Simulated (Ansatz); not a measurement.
`[CH2][SiH](C)C` radical, relaxed with UKS PBE0-D4/def2-TZVP in Ansatz 0.2.0 from a PBE-D4/def2-SVP geometry. The force threshold is 0.005 eV/Å; the program also tests the step.

The species carries charge 0 and has multiplicity 2.

Start:

```xyz
13

C    -0.397   -1.280    1.380
Si   -0.477   -0.169   -0.114
C    -0.308    1.650    0.397
C     0.913   -0.596   -1.334
H    -1.200   -1.982    1.664
H     0.477   -1.293    2.057
H    -1.810   -0.374   -0.791
H    -1.122    1.953    1.087
H     0.660    1.825    0.911
H    -0.347    2.310   -0.494
H     0.873    0.073   -2.219
H     0.831   -1.643   -1.688
H     1.907   -0.473   -0.856
```

| step | energy (eV) | largest force (eV/Å) | largest move (Å) |
| --- | --- | --- | --- |
| 1 | -11128.8031 | 0.525 | 0.000 |
| 2 | -11128.8509 | 0.150 | 0.027 |
| 3 | -11128.8555 | 0.026 | 0.014 |
| 4 | -11128.8556 | 0.004 | 0.007 |

End:

```xyz
13

C    -0.391   -1.266    1.367
Si   -0.464   -0.164   -0.114
C    -0.305    1.634    0.395
C     0.904   -0.592   -1.324
H    -1.184   -1.955    1.639
H     0.462   -1.280    2.041
H    -1.784   -0.370   -0.778
H    -1.110    1.927    1.073
H     0.646    1.810    0.905
H    -0.344    2.288   -0.480
H     0.863    0.062   -2.199
H     0.821   -1.625   -1.667
H     1.885   -0.469   -0.857
```

Run time 17 s (4 threads of a server CPU on a shared host); peak host memory 0.54 GiB.
